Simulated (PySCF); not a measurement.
# Correlation energy of Be (beryllium, neutral)

[He] 2s2, closed-shell 1S. All numbers are calculated (PySCF 2.14, no relativity, point nucleus, in cc-pVTZ). Frozen: 1s2; 2 electrons correlated.

Total MP2 correlation energy: -28.18 mhartree.

Same-spin part 0.00 and opposite-spin part -28.18 mhartree; SCS-MP2 scales them by 1/3 and 6/5 to -33.81 mhartree.

With two correlated electrons CCSD is exact within the correlated space (frozen core and kept virtual orbitals).

```csv
level,correlation energy (mhartree)
CCSD,-45.55
```

Diagnostics: T1 = 0.020, D1 = 0.0278, largest double amplitude 0.129.

Question: Is a single reference adequate?

Answer: Mostly. T1 lies below 0.03, but a double amplitude of this size points to a near-degeneracy that CCSD handles and MP2 describes poorly.
